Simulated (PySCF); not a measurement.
**Be3O3: core ionisation energies**

(BeO)3 ring, Be₃O₃.
Geometry (PBE0-D3(BJ)/def2-SVP, Å), atoms numbered from 1 in this order:
```
atom  x, y, z in Å
Be1   -1.2810   -0.1262    0.0269
O2    -0.6807   -1.3427   -0.5350
Be3    0.7345   -0.9584   -0.4590
O4     1.5888    0.1566   -0.0312
Be5    0.5481    1.0827    0.4314
O6    -0.9097    1.1880    0.5668
```

Theory: PySCF 2.14.0, delta-SCF UKS SCAN, pcX-2 on the ionised atom, pcseg-1 elsewhere, spin-free X2C. Vertical ΔSCF values, vacuum level as zero.

Problem. Give the core binding energies atom by atom.

Solution. 
```tsv
atom(s)	bonded to	level	binding energy (eV)	count
Be1/Be3/Be5	2 O	Be 1s	121.05	3
O2/O4/O6	2 Be	O 1s	537.01	3
```

Problem. Express the binding energy of O 1s of O2 (atom 2)/O4/O6 in atomic units and per mole.

Solution. 537.01 eV = 19.7348 Eh = 51814 kJ/mol.

Problem. Which photon energy gives electrons from O 1s of O2/O4/O6 a kinetic energy of 150 eV, and what is their de Broglie wavelength?

Solution. hν = 537.01 + 150 = 687.01 eV, recoil neglected; λ = 12.264 Å/√(E/eV) = 1.00 Å.

Atoms equivalent by their bonding share one computed value, that of the first of them. The structure is a single PBE0-D3(BJ)/def2-SVP conformer in the gas phase; no vibrational or solvent corrections.
